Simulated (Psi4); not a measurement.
Pair of molecules: HF (SMILES F) (first 2 atoms) with C3H6O (SMILES CC(C)=O); geometry from B3LYP-D3(BJ)/def2-TZVP, rigid monomers moved along the line of their centres of mass till H2···O6 is 2.27 Å.
(charge 0, multiplicity 1):
```json
[
 {"atom": "F", "x (Å)": "0.5477", "y (Å)": "-0.2664", "z (Å)": "0.3699"},
 {"atom": "H", "x (Å)": "-0.0277", "y (Å)": "-0.2993", "z (Å)": "1.1296"},
 {"atom": "C", "x (Å)": "1.1962", "y (Å)": "0.0492", "z (Å)": "4.1960"},
 {"atom": "C", "x (Å)": "-0.2880", "y (Å)": "-0.1937", "z (Å)": "4.2233"},
 {"atom": "C", "x (Å)": "-0.9522", "y (Å)": "-0.2649", "z (Å)": "5.5706"},
 {"atom": "O", "x (Å)": "-0.9422", "y (Å)": "-0.3265", "z (Å)": "3.2034"},
 {"atom": "H", "x (Å)": "1.3875", "y (Å)": "1.0789", "z (Å)": "4.5123"},
 {"atom": "H", "x (Å)": "1.7027", "y (Å)": "-0.6003", "z (Å)": "4.9126"},
 {"atom": "H", "x (Å)": "1.5982", "y (Å)": "-0.0973", "z (Å)": "3.1966"},
 {"atom": "H", "x (Å)": "-2.0335", "y (Å)": "-0.2822", "z (Å)": "5.4609"},
 {"atom": "H", "x (Å)": "-0.6246", "y (Å)": "-1.1747", "z (Å)": "6.0816"},
 {"atom": "H", "x (Å)": "-0.6459", "y (Å)": "0.5764", "z (Å)": "6.1957"}
]
```

The numbers are results of SAPT0/jun-cc-pV(D+d)Z in Psi4, not measurements.

**Question.** Give the four SAPT terms and the total, and say what mostly holds the pair together.

**Answer.** electrostatics -32.8, exchange 8.0, induction -5.8, dispersion -3.2, total -33.8 kJ/mol; the largest attraction is electrostatics.
